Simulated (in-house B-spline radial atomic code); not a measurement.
The numbers below are computed, except where a source is named.
**Building a PAW s channel for Al, r_c = 1.87 bohr**

Al, [Ne] 3s2 3p1, non-relativistic LDA (VWN5), spherical and spin-unpolarised, from an all-electron radial atomic-structure program (B-spline basis) (atomic units; all potentials screened as in the neutral atom).

Two all-electron partial waves φ1, φ2 are integrated outwards at E1 = ε(3s) = -0.286883 and E2 = E1 + 1.5 hartree; φ1 is the bound orbital and φ2 has unit norm inside r_c = 1.8748 bohr. Smooth partners are polynomials, r^1(a0 + a1 r² + a2 r⁴ + a3 r⁶), matched to φ and three derivatives at r_c, with no condition on the norm. The local potential is -4.42085 + (2.81472) r² + (-0.810723) r⁴ + (0.087368) r⁶ inside 1.5349 bohr and the all-electron one outside.

```csv
wave,φ(r_c),φ'(r_c),a0,a1,a2,a3
1,0.6637697,0.1131875,0.256429,0.1324985,-0.04193939,0.003455195
2,0.4929889,-2.120081,1.484662,-0.2425827,-0.06219313,0.009194866
```

Inside r_c the overlaps are <φi φj> = [[0.27046, 0.48768], [0.48768, 1.00000]] and, for the smooth waves, [[0.29184, 0.61169], [0.61169, 1.57382]]. With χj = (Ej − T − V_local) applied to smooth wave j, the program's quadrature gives the matrix B_ij = <smooth i, χj> as [[0.24990, 1.00653], [0.82051, 3.40220]].

Check the match of the first wave, and find the augmentation charges q_ij.

At r_c the four terms are 0.48075, 0.87312, -0.97140, 0.28129, which sum to 0.6638, φ1(r_c) to rounding. q_ij is the all-electron overlap less the smooth one: [[-0.02138, -0.12401], [-0.12401, -0.57382]]. The smooth first wave has a norm of 0.2918 inside r_c against 0.2705, so q11 is negative and must stay small enough for the overlap operator to be positive.

B isn't symmetric. Show that D_ij = B_ij + Ej q_ij is.

Integrating by parts gives B12 − B21 = (E1 − E2) q12: 1.00653 − (0.82051) = 0.18602, and −1.5 × (-0.12401) = 0.18602. So D12 = 1.00653 + (1.213117)(-0.12401) = 0.85609 and D21 = 0.82051 + (-0.286883)(-0.12401) = 0.85609; D11 = 0.25604, D22 = 2.70609. The projectors, p = (B⁻¹)ᵀ χ, are dual to the smooth waves; det B = 0.024.

Solving (T + V_local + Σ p D p) ψ = E (1 + Σ p q p) ψ in a sphere of 9 bohr, whose wall lifts the free-atom level a little, gives these levels:

```json
{"all-electron": "-0.286791", "one projector": "-0.286791", "two projectors": "-1.210090"}
{"all-electron": "0.049870", "one projector": "0.049032", "two projectors": "-0.286791"}
{"all-electron": "0.369430", "one projector": "0.362552", "two projectors": "0.049893"}
{"all-electron": "0.845373", "one projector": "0.800700", "two projectors": "0.369491"}
{"all-electron": "1.465520", "one projector": "1.227950", "two projectors": "0.845407"}
```

What does the second projector gain?

With one projector the errors are 0.00, -0.84, -6.88, -44.67 millihartree, and the level at 1.2280 is out of step with the all-electron series: an extra state, or one far too low, so the pairing ends there. With two a ghost lies below the reference level, so the set fails. The lowest eigenvalue of the overlap operator is 0.8165 with one and 0.07553 with two projectors. The smooth orbital alone needs a cutoff of 4.87 hartree for 1 millihartree of kinetic energy, against 6.48 for a norm-conserving Troullier-Martins orbital of the same radius, which is no gain while the set fails.
